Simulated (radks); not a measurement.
Results of a calculation; reference values are marked as such.
Mean orbital radii <r> (bohr) of neutral cerium, [Xe] 4f1 5d1 6s2, at several levels of relativity; Dirac values are averaged over j with weights 2j + 1. Spin-unpolarised spherical Kohn-Sham, PBE, point nucleus unless stated (finite: rms radius 4.8771 fm), a radial shooting solver on a logarithmic mesh with Libxc functionals. A level marked "c x" has the speed of light scaled by that factor and shares open shells by 2j + 1; other Dirac levels either fill j = l - 1/2 first or share by 2j + 1.

| shell | non-rel. | scalar-rel., finite nucleus | Dirac, low j first | Dirac, 2j+1 shares, finite nucleus | change of magnitude, last against first (%) |
|---|---|---|---|---|---|
| 2p | 0.09528 | 0.09236 | 0.09208 | 0.09208 | -3.36 |
| 3s | 0.2934 | 0.2786 | 0.2783 | 0.2783 | -5.16 |
| 3p | 0.2833 | 0.2767 | 0.2762 | 0.2762 | -2.53 |
| 3d | 0.2542 | 0.2536 | 0.2536 | 0.2536 | -0.22 |
| 4s | 0.6678 | 0.6373 | 0.6373 | 0.6373 | -4.56 |
| 4p | 0.6880 | 0.6748 | 0.6743 | 0.6742 | -2.00 |
| 4d | 0.7412 | 0.7442 | 0.7446 | 0.7446 | +0.46 |
| 5s | 1.589 | 1.518 | 1.519 | 1.518 | -4.48 |
| 5p | 1.784 | 1.760 | 1.760 | 1.759 | -1.40 |
| 4f | 1.030 | 1.105 | 1.107 | 1.106 | +7.39 |
| 5d | 2.811 | 2.952 | 2.963 | 2.955 | +5.11 |
| 6s | 4.547 | 4.348 | 4.355 | 4.349 | -4.36 |
